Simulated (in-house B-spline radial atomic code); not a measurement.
**Tl⁸⁺: [Xe] 4f14 (5d3/2)4 (5d5/2)1 (an excited or competing configuration)**

Computed with a B-spline radial code for spherical atoms: Dirac-Hartree-Fock, average of the jj configuration, Fermi nucleus of rms radius 5.4759 fm.

Screening seen three ways: the hydrogenic charge with the same mean radius, Z_r = [3n² - l(l+1)]/(2<r>), the one with the same energy, Z_e = n√(-2ε), and Slater's rules. Values are occupation-weighted means over j. An effective charge above Z reflects the relativistic contraction of the inner shells.

```json
{"shell": "1s", "electrons": "2", "ε (eV)": "-86229", "<r> (bohr)": "0.01632", "Z_r": "91.91", "Z_e": "79.61", "Slater": "80.70"}
{"shell": "2s", "electrons": "2", "ε (eV)": "-15606", "<r> (bohr)": "0.06804", "Z_r": "88.19", "Z_e": "67.74", "Slater": "76.85"}
{"shell": "2p", "electrons": "6", "ε (eV)": "-13577", "<r> (bohr)": "0.0618", "Z_r": "80.91", "Z_e": "63.18", "Slater": "76.85"}
{"shell": "3s", "electrons": "2", "ε (eV)": "-3891.3", "<r> (bohr)": "0.1767", "Z_r": "76.41", "Z_e": "50.73", "Slater": "69.75"}
{"shell": "3p", "electrons": "6", "ε (eV)": "-3289.2", "<r> (bohr)": "0.1779", "Z_r": "70.24", "Z_e": "46.65", "Slater": "69.75"}
{"shell": "3d", "electrons": "10", "ε (eV)": "-2600.1", "<r> (bohr)": "0.1625", "Z_r": "64.60", "Z_e": "41.47", "Slater": "59.85"}
{"shell": "4s", "electrons": "2", "ε (eV)": "-1003.9", "<r> (bohr)": "0.3913", "Z_r": "61.34", "Z_e": "34.36", "Slater": "53.25"}
{"shell": "4p", "electrons": "6", "ε (eV)": "-800.95", "<r> (bohr)": "0.4149", "Z_r": "55.43", "Z_e": "30.69", "Slater": "53.25"}
{"shell": "4d", "electrons": "10", "ε (eV)": "-542.99", "<r> (bohr)": "0.4386", "Z_r": "47.87", "Z_e": "25.27", "Slater": "41.85"}
{"shell": "5s", "electrons": "2", "ε (eV)": "-272.72", "<r> (bohr)": "0.8699", "Z_r": "43.11", "Z_e": "22.39", "Slater": "23.35"}
{"shell": "4f", "electrons": "14", "ε (eV)": "-263.41", "<r> (bohr)": "0.4629", "Z_r": "38.89", "Z_e": "17.60", "Slater": "30.45"}
{"shell": "5p", "electrons": "6", "ε (eV)": "-210.91", "<r> (bohr)": "0.9694", "Z_r": "37.65", "Z_e": "19.69", "Slater": "23.35"}
{"shell": "5d", "electrons": "5", "ε (eV)": "-138.03", "<r> (bohr)": "1.162", "Z_r": "29.69", "Z_e": "15.93", "Slater": "11.60"}
```

The least bound orbital is 5d5/2 at -134.9 eV, and it is also the most diffuse (<r> = 1.185 bohr).

For the 1s electron the small component carries 9.52 % of the norm, the zero-frequency Breit interaction raises the level by 329.5 eV, self-energy by 212.8 eV, and vacuum polarisation lowers it by 44.72 eV.
